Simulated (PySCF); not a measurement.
Si(I)3(OH) (HI3OSi), SMILES O[Si](I)(I)I. Geometry optimised at PBE0-D3(BJ)/def2-SVP. The def2 effective core potentials stand for the cores of I; spin–orbit coupling is left out. One conformer was computed; it need not be the lowest.

Question: Give the equilibrium geometry at PBE0-D3(BJ)/def2-SVP (PySCF confirms it by a frequency run) as bond lengths and angles, and its point group. (Estimate from the structure and the level; the computed values follow.)

Answer: Several could match; the one computed here: point group Cs.
Atoms: O1 Si2 I3 I4 I5 H6. Bond lengths (Å): O1–Si2 1.646, O1–H6 0.965, Si2–I3 2.444, Si2–I4 2.421, Si2–I5 2.444. Bond angles (°): Si2–O1–H6 116.7, O1–Si2–I3 110.4, O1–Si2–I4 105.9, O1–Si2–I5 110.4, I3–Si2–I4 110.8, I3–Si2–I5 108.6, I4–Si2–I5 110.8.
Charge 0, spin multiplicity 1.
